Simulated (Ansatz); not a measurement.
The lowest singlet and triplet of CH4Si (SMILES C[SiH]); geometries from B3LYP-D3(BJ)/def2-TZVP, each state relaxed from the structure named, with no frequency check.
Singlet at the triplet's geometry (charge 0, multiplicity 1):
```json
[
 {"atom": "C", "x (Å)": "-1.1157", "y (Å)": "-0.3440", "z (Å)": "0.0206"},
 {"atom": "Si", "x (Å)": "0.6669", "y (Å)": "0.2966", "z (Å)": "-0.0218"},
 {"atom": "H", "x (Å)": "-1.2915", "y (Å)": "-1.0372", "z (Å)": "-0.8045"},
 {"atom": "H", "x (Å)": "-1.8146", "y (Å)": "0.4872", "z (Å)": "-0.0761"},
 {"atom": "H", "x (Å)": "-1.3160", "y (Å)": "-0.8520", "z (Å)": "0.9661"},
 {"atom": "H", "x (Å)": "1.7792", "y (Å)": "-0.6869", "z (Å)": "0.0965"}
]
```

A positive gap puts the triplet lower; no zero-point energy. R- takes a restricted singlet. U- takes an unrestricted singlet (broken symmetry where lower, unprojected). The triplet is unrestricted in single-reference levels.

Cores are frozen in the correlated methods.

Codes used: Ansatz (Gaussian orbitals). Each number belongs to the level named beside it.

### Question
One of these levels gives -9.82 kcal/mol for the gap E(singlet) − E(triplet), vertical, at the triplet's geometry. Name it.
A) R-BHLYP/def2-TZVPP
B) U-MP2/cc-pV(T+d)Z (spin-contaminated)
C) U-PBE0/def2-TZVPP (spin-contaminated)
D) U-MP2/cc-pV(D+d)Z (spin-contaminated)

### Answer
C, U-PBE0/def2-TZVPP (spin-contaminated). The others give -12.46 (R-BHLYP/def2-TZVPP), -6.42 (U-MP2/cc-pV(D+d)Z (spin-contaminated)), -7.57 (U-MP2/cc-pV(T+d)Z (spin-contaminated))

Doubts at one or more of the structures used: a restricted determinant that unrestricted orbitals would lower (R-BHLYP/def2-TZVPP).

Ansatz is a program for electronic structure.
